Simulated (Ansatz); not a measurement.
Geometry optimisation, RHF/6-31G in Ansatz 0.2.0.

Input:

```yaml
crystal:
  periodic: [false, false, false]
  atoms:
    - { symbol: F, position_ang: [1.7627, 1.3591, 1.2547] }
    - { symbol: C, position_ang: [0.8321, 0.6308, 0.5508] }
    - { symbol: C, position_ang: [0.966, -0.2768, -0.4823] }
    - { symbol: C, position_ang: [-0.3885, -0.6065, -0.5959] }
    - { symbol: Al, position_ang: [-1.1178, 0.4748, 0.6968] }
    - { symbol: H, position_ang: [1.8738, -0.6174, -1.0029] }
    - { symbol: H, position_ang: [-0.6133, -1.6873, -0.361] }
    - { symbol: H, position_ang: [-0.8083, -0.3297, -1.605] }
    - { symbol: H, position_ang: [-2.4183, 1.0068, 1.5279] }
basis:
  gaussian: { orbitals: "6-31G" }
hamiltonian:
  xc: hf
relax:
  f_tol: 0.02
  max_steps: 40
scf:
  lower_state_search: "off"
```

Launched with:

```bash
$ ansatz run input.yaml --threads 1 --pin off --max-ram 2048MiB --backend cpu --events-out ev --progress --plain --runs-dir out
```

Problem. Where does it end, and by what steps?

Solution. It converged. Limits of this set-up: no polarisation functions. After 6 steps the energy has fallen by 1.617 eV; H7 moved furthest, 0.21 Å.

```csv
step,energy less start (eV),largest force component (eV/Å),accepted
0,0.0000,5.829,yes
1,-1.4427,2.224,yes
2,-1.5985,0.546,yes
3,-1.6079,0.394,yes
4,-1.6167,0.165,yes
5,-1.6172,0.080,yes
6,-1.6173,0.015,yes
```

```xyz
9
Properties=species:S:1:pos:R:3
F 1.939 1.334 1.165
C 0.832 0.703 0.648
C 0.900 -0.186 -0.350
C -0.497 -0.711 -0.700
Al -1.115 0.522 0.769
H 1.801 -0.500 -0.848
H -0.600 -1.780 -0.552
H -0.793 -0.487 -1.719
H -2.377 1.057 1.570
```

The run took 10 s on 1 thread of Arm Neoverse V1, on a shared host, peak memory 0.11 GiB.
